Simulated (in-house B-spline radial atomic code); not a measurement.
# Ionising Si5+ with different functionals

Computed with an all-electron radial atomic-structure program (B-spline basis): non-relativistic Hamiltonian, point nucleus, spin-polarised at highest spin, spherical fractional occupations for the functionals, and exact exchange of hybrids averaged over the configuration. The ionisation energy is the difference of two self-consistent energies, [He] 2s2 2p5 → [He] 2s2 2p4, without Breit or QED terms; ε is the level of the shell that loses the electron (its least bound occupied spin orbital).

```json
{"method": "PBE0", "rung": "global hybrid", "ΔSCF (eV)": "205.58", "-ε(2p) (eV)": "191.50"}
{"method": "B3LYP", "rung": "global hybrid", "ΔSCF (eV)": "205.88", "-ε(2p) (eV)": "190.66"}
{"method": "TPSSh", "rung": "global hybrid", "ΔSCF (eV)": "205.79", "-ε(2p) (eV)": "188.51"}
{"method": "M06-2X", "rung": "global hybrid", "ΔSCF (eV)": "205.04", "-ε(2p) (eV)": "197.17"}
{"method": "BHandHLYP", "rung": "global hybrid", "ΔSCF (eV)": "205.46", "-ε(2p) (eV)": "196.92"}
{"method": "r2SCAN0", "rung": "global hybrid", "ΔSCF (eV)": "205.87", "-ε(2p) (eV)": "192.25"}
{"method": "B97-1", "rung": "global hybrid", "ΔSCF (eV)": "205.68", "-ε(2p) (eV)": "190.71"}
{"method": "HSE06", "rung": "range-separated hybrid", "ΔSCF (eV)": "205.63", "-ε(2p) (eV)": "191.08"}
{"method": "wB97X", "rung": "range-separated hybrid", "ΔSCF (eV)": "205.54", "-ε(2p) (eV)": "193.18"}
{"method": "CAM-B3LYP", "rung": "range-separated hybrid", "ΔSCF (eV)": "205.77", "-ε(2p) (eV)": "192.63"}
{"method": "LC-wPBE", "rung": "range-separated hybrid", "ΔSCF (eV)": "205.87", "-ε(2p) (eV)": "192.11"}
```

(1) Among the functionals, which spreads more, the ΔSCF values or the orbital energies?

(2) How do they compare with the NIST value?

Answers

(1) The orbital energies: ΔSCF values span about 0.84 eV and the orbital energies 8.65 eV; here energy differences depend much less on the functional than eigenvalues do.

(2) NIST lists 205.28 eV ± 0.005 (semi-empirical, ground level to ground level). Errors run from -0.24 to +0.60 eV; BHandHLYP is closest (+0.18 eV), but part of that can be cancellation, since the calculations leave out relativity, Breit-QED terms, multiplet and fine-structure energies.
